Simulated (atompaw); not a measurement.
## Building the PAW (atompaw) potential for Cu (Z = 29) (PBEsol, scalar-relativistic).

copper, PAW, made with atompaw 4.2.0.5 (PBEsol, scalar-relativistic). Core [Ne], reference 3s2 3p6 3d10 4s1 4p0. Waves: 3s (bound): rc 1.10 bohr; 4s (bound): rc 1.35 bohr; 3p (bound): rc 1.00 bohr; 4p (bound, empty): rc 1.60 bohr; 3d (bound): rc 1.55 bohr; 3d channel at 2.05 Ry: rc 1.60 bohr. Local part: bessel scheme, radius 1.20 bohr. Core correction: smooth core density matched at 1.16 bohr. Augmentation charge: sinc compensation charge, radius 1.45 bohr; PAW radius 1.60 bohr; waves and projectors: custom polynom vanderbiltortho.

* Cutoffs needed: 110 Ry and 160 Ry (the cutoffs (Ry, on a coarse ladder) from which the occupation-weighted sum of valence levels, in a spherical-Bessel basis at the reference potential, stays within 10 and 1 mRy of its value at 400 Ry)
* Ghost test: no extra level below or beside the all-electron valence levels (s, p, d, f tested) (spherical-Bessel basis up to 400 Ry, 20 bohr box)
* Lowest eigenvalue of the overlap operator: 0.52 (p channel)
* Overlap eigenvalues printed by atompaw (projector basis): 0.631, 0.634, 3.58, 113, 165, 4.3e+03
* Share of each valence orbital outside the PAW sphere: 3s 1 %, 4s 90 %, 3p 2 %, 4p 98 %, 3d 16 %
